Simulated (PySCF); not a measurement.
# How methods differ on the ionisation energy of Ge⁹⁺

Ge⁹⁺ [Ar] 3d5 (6S) → Ge¹⁰⁺ [Ar] 3d4 (5D), as a difference of total energies. All numbers are calculated (PySCF 2.14, the non-relativistic Hamiltonian (point nucleus), in an uncontracted even-tempered set (18 s from 0.4 bohr⁻², ratio 2.5; 12 p from 0.52 bohr⁻², ratio 2.5; 9 d from 0.52 bohr⁻², ratio 2.5; 4 f from 3 bohr⁻², ratio 2.7; 4 g from 4.5 bohr⁻², ratio 2.7)). The calculations carry no spin-orbit coupling.

| method | ionisation energy (eV) |
| --- | --- |
| UHF | 252.90 |
| TPSSh | 252.99 |
| MN15 | 252.62 |

These non-relativistic numbers lack the scalar-relativistic shift.

The reference lies between the lowest fine-structure levels, while these numbers refer to the centres of the terms.

For comparison: 252.1 ± 2.2 eV (theoretical estimate listed by NIST; NIST Atomic Spectra Database, ionization energies).
